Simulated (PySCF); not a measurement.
Molecule: sum formula BN2H5Cl, charge 1, multiplicity 1. It need not be the lowest isomer of its formula. SMILES: NB([NH3+])Cl
Coordinates optimised at B3LYP-D3(BJ)/def2-TZVP (Ansatz):
```
B
N 1 1.3668
H 2 1.0090 1 126.20
H 2 1.0109 3 112.88 1 180.00
N 1 1.5709 2 118.37 3 0.00
H 5 1.0222 1 114.56 2 0.00
H 5 1.0247 6 107.70 1 123.07
H 5 1.0247 6 107.70 7 113.87
Cl 1 1.7309 2 127.44 3 180.00
```
Charge +1, spin multiplicity 1.

Dispersion corrections to the total energy (kcal/mol) from the dftd3 and dftd4 libraries through PySCF: D3(BJ) without and D4 with the three-body term, each with the damping fitted for the functional named.

```json
[
 {"functional": "PBE", "D3(BJ)": "[?]", "D4": "-3.19"},
 {"functional": "B2GP-PLYP", "D3(BJ)": "-2.37", "D4": "-1.32"},
 {"functional": "PBE0", "D3(BJ)": "-3.36", "D4": "[?]"},
 {"functional": "HF", "D3(BJ)": "-31.10", "D4": "[?]"},
 {"functional": "LC-wPBE", "D3(BJ)": "-3.62", "D4": "-3.54"},
 {"functional": "HSE06", "D3(BJ)": "-2.49", "D4": "-2.46"},
 {"functional": "B2PLYP", "D3(BJ)": "-3.10", "D4": "-2.22"}
]
```

Task: Some entries are withheld; supply them.

Result: 
- PBE, D3(BJ): -3.93
- PBE0, D4: -2.66
- HF, D4: -11.98
